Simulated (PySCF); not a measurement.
Species: C11H12.
Bonds: C1–C2 (double), C2–C3, C3–C4 (aromatic), C4–C5 (aromatic), C5–C6 (aromatic), C6–C7 (aromatic), C7–C8, C8–C9 (double), C8–C10, C7–C11 (aromatic), C3–C11 (aromatic). Hydrogens: H12, H13 on C1; H14 on C2; H15 on C4; H16 on C5; H17 on C6; H18, H19 on C9; H20, H21, H22 on C10; H23 on C11.

The same species was optimised twice, with GFN2-xTB and with PBE0-D3(BJ)/def2-SVP (PySCF), and the same property calculations (PySCF, gas phase) were run on both structures.

| coordinate | GFN2-xTB | PBE0-D3(BJ)/def2-SVP | change |
| --- | --- | --- | --- |
| C8=C9 (Å) | 1.329 | 1.342 | +0.013 |
| C7–C8 (Å) | 1.474 | 1.485 | +0.011 |
| C6–C7 (Å) | 1.394 | 1.405 | +0.011 |
| C1=C2 (Å) | 1.327 | 1.338 | +0.011 |
| C2–C3 (Å) | 1.459 | 1.469 | +0.010 |
| C4–C5 (Å) | 1.381 | 1.391 | +0.010 |
| C7–C11 (Å) | 1.391 | 1.399 | +0.008 |
| C3–C11 (Å) | 1.393 | 1.401 | +0.008 |
| C5–C6 (Å) | 1.383 | 1.391 | +0.008 |
| C3–C4 (Å) | 1.396 | 1.403 | +0.007 |
| C8–C10 (Å) | 1.501 | 1.502 | +0.001 |
| C1–C2–C3 (°) | 126.7 | 127.4 | +0.7 |
| C8–C7–C11 (°) | 120.2 | 120.8 | +0.6 |
| C7–C8–C10 (°) | 117.0 | 117.6 | +0.6 |
| C6–C7–C11 (°) | 118.6 | 118.2 | -0.4 |
| C9–C8–C10 (°) | 121.6 | 121.2 | -0.4 |
| C3–C11–C7 (°) | 121.7 | 122.1 | +0.4 |
| C5–C6–C7 (°) | 120.3 | 120.6 | +0.3 |
| C7–C8–C9 (°) | 121.4 | 121.3 | -0.1 |
| C1–C2–C3–C4 (°) | -172 | -176 | -4 |
| C6–C7–C8–C9 (°) | 142 | 149 | +7 |

Rotational constants: A = 1873, B = 780.9, C = 572.6 MHz (GFN2-xTB) against A = 1860, B = 769.7, C = 560.1 MHz (PBE0-D3(BJ)/def2-SVP). Point groups within 0.08 Å: C1 and C1.

On the GFN2-xTB structure: HOMO (eV) -6.54 [PBE0/pcSseg-1]; LUMO (eV) -1.07 [PBE0/pcSseg-1]; dipole (D) 0.47 [PBE0/pcSseg-1]; GIAO shielding of C1 (ppm) 68.0 [PBE0/pcSseg-1]; GIAO shielding of C2 (ppm) 41.9 [PBE0/pcSseg-1]; GIAO shielding of C3 (ppm) 45.1 [PBE0/pcSseg-1]; GIAO shielding of C4 (ppm) 51.9 [PBE0/pcSseg-1]; GIAO shielding of C5 (ppm) 52.9 [PBE0/pcSseg-1]; GIAO shielding of C6 (ppm) 56.9 [PBE0/pcSseg-1]; GIAO shielding of C7 (ppm) 38.0 [PBE0/pcSseg-1]; GIAO shielding of C8 (ppm) 32.3 [PBE0/pcSseg-1].

Question: What do these properties become on the PBE0-D3(BJ)/def2-SVP structure?

Answer: 
| property | level | on GFN2-xTB | on PBE0-D3(BJ)/def2-SVP | change |
| --- | --- | --- | --- | --- |
| HOMO (eV) | PBE0/pcSseg-1 | -6.54 | -6.53 | +0.01 |
| LUMO (eV) | PBE0/pcSseg-1 | -1.07 | -1.13 | -0.06 |
| dipole (D) | PBE0/pcSseg-1 | 0.47 | 0.49 | +0.02 |
| energy, GFN2-xTB geometry as zero (kcal/mol) | PBE0/pcSseg-1 | 0.0 | -0.6 | -0.6 |
| GIAO shielding of C1 (ppm) | PBE0/pcSseg-1 | 68.0 | 65.4 | -2.6 |
| GIAO shielding of C2 (ppm) | PBE0/pcSseg-1 | 41.9 | 39.5 | -2.4 |
| GIAO shielding of C3 (ppm) | PBE0/pcSseg-1 | 45.1 | 43.7 | -1.4 |
| GIAO shielding of C4 (ppm) | PBE0/pcSseg-1 | 51.9 | 49.3 | -2.6 |
| GIAO shielding of C5 (ppm) | PBE0/pcSseg-1 | 52.9 | 50.7 | -2.2 |
| GIAO shielding of C6 (ppm) | PBE0/pcSseg-1 | 56.9 | 54.2 | -2.7 |
| GIAO shielding of C7 (ppm) | PBE0/pcSseg-1 | 38.0 | 37.8 | -0.2 |
| GIAO shielding of C8 (ppm) | PBE0/pcSseg-1 | 32.3 | 31.5 | -0.8 |

The heavy atoms differ by 0.056 Å rms after alignment. Among bonds between heavy atoms C8=C9 changes most (+0.013 Å). Changes are differences of the printed values. Neither structure is proved a minimum here.

The values belong to the conformer `[CH2:1]=[CH:2][c:3]1[cH:4][cH:5][cH:6][c:7]([C:8](=[CH2:9])[CH3:10])[cH:11]1`: C1–C2–C3–C4 -176°, C6–C7–C8–C9 149°.
